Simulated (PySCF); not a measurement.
## Correlation energy of Al(3+) (aluminium, charge +3)

Starting occupation: [Ne]. All numbers are calculated (PySCF 2.14, X2C-1e with screened-nucleus spin-orbit coupling, Gaussian nucleus, in x2c-TZVPPall-2c with one added diffuse shell each of s, p, d type (6s7p4d1f, 54 functions)). Frozen: nothing; 10 electrons correlated.

MP2 pair energies summed by pair of shells (mhartree):

```
       pair  energy  share (%)
2p1/2-2p3/2  -48.51       30.3
2p3/2-2p3/2  -44.19       27.6
2p3/2-2s1/2  -20.79       13.0
1s1/2-1s1/2  -16.25       10.2
2p1/2-2s1/2  -10.40        6.5
2p1/2-2p1/2   -9.94        6.2
2s1/2-2s1/2   -4.44        2.8
1s1/2-2p3/2   -2.40        1.5
1s1/2-2s1/2   -1.92        1.2
1s1/2-2p1/2   -1.21        0.8
```

Total MP2 correlation energy: -160.05 mhartree.

```tsv
level	correlation energy (mhartree)
CCSD	-162.62
(T)	-1.01
CCSD(T)	-163.63
```

Diagnostics: T1 = 0.0026, largest double amplitude 0.011.

Cost of the coupled-cluster step: 110 s of wall time on 4 threads of Neoverse-V2 (shared host), for 10 occupied and 98 virtual spinors.

Iterations:

```
Init t2, MP2 energy = -0.16005483612576
CCSD nocc = 10, nmo = 108
Init t2, MP2 energy = -0.16005483612576
Init E_corr(GCCSD) = -0.16005483612576
cycle = 1  E_corr(GCCSD) = -0.161632991497744  dE = -0.00157815537  norm(t1,t2) = 0.0117568
cycle = 2  E_corr(GCCSD) = -0.162516363127353  dE = -0.00088337163  norm(t1,t2) = 0.00146427
cycle = 3  E_corr(GCCSD) = -0.162605972634844  dE = -8.96095075e-05  norm(t1,t2) = 0.00035648
cycle = 4  E_corr(GCCSD) = -0.162618432454112  dE = -1.24598193e-05  norm(t1,t2) = 2.99685e-05
cycle = 5  E_corr(GCCSD) = -0.162618010448947  dE = 4.22005165e-07  norm(t1,t2) = 2.94107e-06
cycle = 6  E_corr(GCCSD) = -0.162617985261881  dE = 2.51870667e-08  norm(t1,t2) = 1.98582e-07
cycle = 7  E_corr(GCCSD) = -0.162617985966154  dE = -7.04273584e-10  norm(t1,t2) = 2.17538e-08
GCCSD converged
E(GCCSD) = -240.5906122130035  E_corr = -0.1626179859661543
```

The basis has no tight functions for the innermost shells, so their pair energies are far from complete.

This basis was not built for core-valence correlation, so the inner-shell part is incomplete.
